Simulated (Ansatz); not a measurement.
Consider the ligand exchange at the Si–O bond: `[SiH3]OB(S)Cl` + `C[SiH2]BO` → `C[SiH2]BO[SiH3]` + `OB(S)Cl`.

Program: Ansatz. Geometries: PBE0-D4/def2-TZVP. ΔE: electronic, gas phase. CBS: MP2 limit from def2 TZ/QZ plus the TZ coupled-cluster correction, frozen cores. DFT in def2-TZVPP. One conformer a species, not always the lowest.

| level | ΔE (eV) |
| --- | --- |
| B2PLYP | 0.03 |
| MP2/def2-QZVPP | 0.06 |

(1) What does CCSD(T)/CBS give? (Estimate.)

Largest T1 diagnostic among the species: 0.013.

Results:

(1) Computed: +0.05 eV. The listed levels differ from it by -0.02, 0.01 eV.

In def2-TZVPP, CCSD(T) changes the Hartree–Fock value by +0.03 eV (the triples alone add +0.01 eV) and MP2 by +0.04 eV. The D4 term adds +0.04 eV with B3LYP and +0.02 eV with PBE0; it sums over pairs of atoms, weighted by their polarisabilities, and B3LYP, whose exchange is more repulsive, gets the larger term.

B3LYP here is the variant with VWN-RPA as its local correlation; programs differ in this.
